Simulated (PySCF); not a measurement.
CH₅FO₂Si₂, SMILES O=C(O)[Si@@H](F)[SiH3]. The structure is a stationary point at ωB97X-D3(BJ)/def2-SVP. The structure was generated by enumeration; whether it is a known compound was not checked. Other conformers were not sampled.

Computed equilibrium geometry at ωB97X-D3(BJ)/def2-SVP (PySCF confirms it by a frequency run) as bond lengths and angles (one conformer of several):
Atoms: O1 C2 O3 Si4 F5 Si6 H7 H8 H9 H10 H11. Bonded distances (Å): O1–C2 1.210, C2–O3 1.339, C2–Si4 1.916, O3–H7 0.975, Si4–F5 1.631, Si4–Si6 2.328, Si4–H8 1.487, Si6–H9 1.491, Si6–H10 1.489, Si6–H11 1.490. Bond angles (°): O1–C2–O3 123.2, O1–C2–Si4 118.7, O3–C2–Si4 118.2, C2–O3–H7 107.1, C2–Si4–F5 111.0, C2–Si4–Si6 105.2, C2–Si4–H8 106.7, F5–Si4–Si6 111.3, F5–Si4–H8 108.2, Si6–Si4–H8 114.5, Si4–Si6–H9 110.2, Si4–Si6–H10 108.7, Si4–Si6–H11 108.8, H9–Si6–H10 109.7, H9–Si6–H11 109.5, H10–Si6–H11 110.0.
Charge 0, spin multiplicity 1.
